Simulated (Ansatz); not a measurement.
Ansatz (an electronic-structure program) input (PBE/aug-pcseg-1): A basis named .json is the Basis Set Exchange file of that set (core-valence sets with the plain set on hydrogen).

Ansatz 0.2 input:
```yaml
crystal:
  periodic: [false, false, false]
  atoms:
    - {symbol: Br, position_ang: [-0.00000000, -0.00000000, -0.03957855]}
    - {symbol: H, position_ang: [0.00000000, 0.00000000, 1.38524928]}
basis:
  gaussian:
    orbitals: aug-pcseg-1.json
hamiltonian:
  xc: {name: PBE}
magnetization: {spin_polarized: false}
```

Output:

```
Functional definition: PBE
integrals: 0.01 GiB planned
459 factors; their error is unknown
mean field: 0.09 GiB planned
mean field evaluation 1: about -70044.1636 eV, gradient 7.0e0 eV
mean field evaluation 2: about -70044.2132 eV, gradient 6.7e0 eV
mean field evaluation 4: about -70044.3414 eV, gradient 9.6e-2 eV
mean field evaluation 8: about -70044.3207 eV, gradient 3.5e-4 eV
mean field -70044.32072585 eV, -2574.0813089292 hartree, gradient 8.5e-6 eV, S^2 0.000000; 0 other end points of the search recorded, 0 dependent functions left out
reference -70044.32077495 eV, -2574.0813107337 hartree; 18, 18 occupied and 27, 27 virtual orbitals, 459 factors
Total energy: -70044.32077495 eV, -2574.0813107337 hartree
```
